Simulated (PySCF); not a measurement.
Ir(Cp)(C2H4)2, C9H13Ir, singlet, GFN2-xTB optimised geometry.

```
23

Ir    -0.11    -0.13     0.00
C      2.24    -0.13     0.00
C      1.82     0.93     0.81
C      1.03     1.81     0.00
C      1.05     1.34    -1.33
C      1.72     0.09    -1.31
H      2.90    -0.93     0.29
H      2.10     1.10     1.83
H      0.68     2.79     0.31
H      0.67     1.85    -2.20
H      1.98    -0.49    -2.19
C     -0.53    -2.21     0.03
C     -1.04    -1.64    -1.16
H      0.39    -2.79    -0.02
H     -1.23    -2.59     0.77
H     -2.12    -1.60    -1.30
H     -0.50    -1.81    -2.09
C     -1.37     0.14     1.69
C     -2.02     0.64     0.53
H     -1.78    -0.74     2.18
H     -0.93     0.85     2.38
H     -2.06     1.72     0.38
H     -2.90     0.13     0.16
```

Density from PBE0/def2-SVP, def2 effective core potentials past Kr run with PySCF 2.14.0 at that geometry. The core electrons that the potentials of Ir replace are not part of the density.

Minimum of the electron density along straight lines between bonded atoms, close to the bond critical point (lines longer than 1.1 times the sum of covalent radii, or with two minima, are not listed):

```tsv
bond	length / Å	ρ at the minimum / e bohr⁻³	∇²ρ there / e bohr⁻⁵	position (fraction from the first atom)
Ir1–C2	2.347	0.068	0.20	0.53
Ir1–C3	2.341	0.069	0.20	0.54
C2–C3	1.393	0.307	-0.75	0.50
Ir1–C4	2.249	0.083	0.18	0.54
C3–C4	1.431	0.286	-0.66	0.50
Ir1–C5	2.293	0.077	0.22	0.54
C4–C5	1.412	0.296	-0.70	0.50
Ir1–C6	2.260	0.082	0.18	0.54
C2–C6	1.430	0.287	-0.67	0.50
C5–C6	1.412	0.296	-0.70	0.50
C2–H7	1.077	0.284	-1.10	0.64
C3–H8	1.077	0.284	-1.10	0.64
C4–H9	1.080	0.281	-1.07	0.64
C5–H10	1.076	0.284	-1.10	0.64
C6–H11	1.080	0.282	-1.08	0.64
C12–C13	1.419	0.290	-0.67	0.50
C12–H14	1.086	0.277	-1.02	0.63
C12–H15	1.085	0.278	-1.03	0.63
C13–H16	1.085	0.279	-1.04	0.63
C13–H17	1.086	0.278	-1.03	0.63
C18–C19	1.420	0.290	-0.67	0.50
C18–H20	1.085	0.279	-1.04	0.63
C18–H21	1.086	0.278	-1.02	0.63
C19–H22	1.086	0.278	-1.03	0.63
C19–H23	1.085	0.278	-1.03	0.63
```
